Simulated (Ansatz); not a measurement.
`C[SiH](O)CS` + `CO[SiH2]O[SiH](O)F` → `C[Si@H](O)O[Si@@H](O)F` + `CO[SiH2]CS`  (redistribution)

Program: Ansatz. Geometries: PBE0-D4/def2-TZVP. ΔE: electronic, gas phase. CBS: MP2 limit from def2 TZ/QZ plus the TZ coupled-cluster correction, frozen cores. Functionals use def2-TZVPP. B3LYP here is the variant with VWN-RPA as its local correlation; programs differ in this. One conformer a species, not always the lowest.

`C[SiH](O)CS`:

```xyz
13

C    -0.169   -1.045   -1.322
Si   -0.052   -0.701    0.505
O    -1.530   -0.536    1.212
C     0.921    0.882    0.810
S    -0.057    2.339    0.334
H    -0.747   -1.956   -1.496
H     0.824   -1.189   -1.757
H    -0.664   -0.234   -1.863
H     0.613   -1.843    1.186
H    -1.900    0.349    1.137
H     1.902    0.908    0.332
H     1.081    0.999    1.885
H    -0.219    2.027   -0.963
```

`CO[SiH2]O[SiH](O)F`:

```xyz
14

C    -0.331    2.222    0.679
O    -0.064    0.872    0.356
Si    0.289    0.371   -1.176
O     0.391   -1.249   -1.093
Si    0.137   -2.427    0.006
O     0.138   -1.814    1.506
F    -1.269   -3.087   -0.327
H     0.560    2.844    0.548
H    -1.140    2.626    0.061
H    -0.638    2.269    1.724
H     1.588    0.933   -1.618
H    -0.798    0.783   -2.098
H     1.150   -3.481   -0.121
H    -0.012   -0.862    1.554
```

`C[Si@H](O)O[Si@@H](O)F`:

Z-matrix (Å, degrees):
```
C
Si 1 1.844
H 1 1.092 2 111.0
H 1 1.092 2 110.7 3 -120.5
H 1 1.093 2 110.3 3 119.9
O 2 1.659 1 108.0 3 -64.9
O 2 1.640 1 110.0 3 177.2
H 2 1.484 1 113.4 3 56.2
H 6 0.958 2 117.1 1 144.7
Si 7 1.626 2 135.0 1 103.2
O 10 1.624 7 111.1 2 -18.2
F 10 1.591 7 107.1 2 102.4
H 10 1.467 7 111.4 2 -140.3
H 11 0.964 10 115.7 7 31.8
```

`CO[SiH2]CS`:

Cartesian coordinates in Å:
```
C 1.424 1.464 -0.797
O 0.783 0.493 -0.005
Si -0.832 0.196 -0.073
C -1.132 -1.275 1.033
S -0.115 -2.692 0.539
H 1.263 1.280 -1.866
H 2.496 1.419 -0.596
H 1.069 2.473 -0.559
H -1.247 -0.103 -1.471
H -1.593 1.386 0.409
H -0.978 -1.032 2.086
H -2.171 -1.595 0.918
H 1.034 -2.014 0.383
```

| level | ΔE (kcal/mol) | difference from CCSD(T)/CBS |
| --- | --- | --- |
| PBE-D4 | -1.2 | -0.5 |
| B3LYP-D4 | -1.1 | -0.4 |
| ωB97M-V | -1.3 | -0.6 |
| B2PLYP | -1.2 | -0.5 |
| r2SCAN | -1.3 | -0.6 |
| HF/def2-TZVPP | -1.5 | -0.8 |
| MP2/def2-TZVPP | -0.8 | -0.1 |
| HF/def2-QZVPP | -1.3 | -0.6 |
| MP2/def2-QZVPP | -0.6 | 0.1 |
| CCSD/CBS(def2) | -0.8 | -0.1 |
| CCSD(T)/CBS | -0.7 | 0 |

Largest T1 diagnostic among the species: 0.012.
